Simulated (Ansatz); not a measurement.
System: CH4BO2, charge 0, multiplicity 2. It need not be the lowest isomer of its formula. SMILES: [CH2]B(O)O
Geometry from a B3LYP-D3(BJ)/def2-TZVP (Ansatz, a quantum-chemistry and plane-wave program) optimisation:
```
B
O 1 1.3688
H 2 0.9639 1 112.33
O 1 1.3778 2 117.52 3 0.00
H 4 0.9606 1 114.14 2 -180.00
C 1 1.5394 2 118.83 3 180.00
H 6 1.0832 1 121.67 2 0.00
H 6 1.0846 7 114.82 1 180.00
```
Charge 0, spin multiplicity 2.

Atomisation energy built up term by term with Ansatz (kcal/mol; UHF references for open shells; valence terms freeze the core; atomic spin-orbit terms are left out). CBS marks a two-point X^-3 extrapolation of the correlation energy; Hartree-Fock from the larger set.

| term | basis | kcal/mol |
|---|---|---|
| Hartree-Fock | aug-cc-pVQZ | 585.29 |
| CCSD correlation | CBS(aug-cc-pVTZ,aug-cc-pVQZ) | 188.28 |
| (T) | CBS(aug-cc-pVTZ,aug-cc-pVQZ) | 12.29 |
| core correlation | cc-pwCVTZ | 3.19 |
| scalar relativity (X2C) | cc-pVTZ-DK against cc-pVTZ | -0.81 |
| sum: De |  | 788.2 |

(T) makes 1.6 % of the CCSD(T) atomisation energy; under 5 % is typical of single-reference molecules.
